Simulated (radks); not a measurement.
Values are calculated unless marked as measured or tabulated.
Question: The table gives one normalised radial function P(r) = r R(r) (large component) of Co20+ in [He] 2s2 2p3 (r in bohr). Level of theory: Dirac Kohn-Sham, BLYP, spin-unpolarised, spherical densities, finite nucleus; open shells fill j = l - 1/2 first; Fermi nuclear charge, rms radius 3.7875 fm (a radial shooting solver on a logarithmic mesh with Libxc functionals).

| r | P |
|---|---|
| 0.002309 | 0.0028 |
| 0.00323 | 0.0049 |
| 0.004485 | 0.0085 |
| 0.006225 | 0.0151 |
| 0.008642 | 0.0268 |
| 0.012 | 0.0475 |
| 0.01665 | 0.0835 |
| 0.02312 | 0.1438 |
| 0.03235 | 0.2434 |
| 0.04491 | 0.3886 |
| 0.06234 | 0.5796 |
| 0.08654 | 0.7807 |
| 0.1201 | 0.8934 |
| 0.1668 | 0.7526 |
| 0.2315 | 0.2095 |
| 0.324 | -0.6772 |
| 0.4497 | -1.3821 |
| 0.6243 | -1.3861 |
| 0.8667 | -0.7678 |
| 1.203 | -0.1921 |
| 1.67 | -0.0182 |

Which n and l does it have? It may be an empty orbital.

Answer: n = 3, l = 1: the number of nodes gives n - l - 1 = 1, the rise at small r points to l (for j = l - 1/2 the large component starts outside the nucleus as r^gamma with gamma = sqrt(l^2 - (Z/c)^2) = 0.98 and the r^(l+1) term takes over further out; the orbital of l - 1 with the same j starts with the same power, but with a larger coefficient, and does not steepen), and the extent must fit the shell. The curve is that of 3p1/2; the two j differ most near the nucleus, where j = l - 1/2 has the larger amplitude, and in heavy atoms j = l - 1/2 is also the more compact. 3p1/2 (empty): eigenvalue -695.37 eV, 1 radial node at r = 0.252 bohr, <r> = 0.563 bohr, 90 % of the charge inside 0.830 bohr.
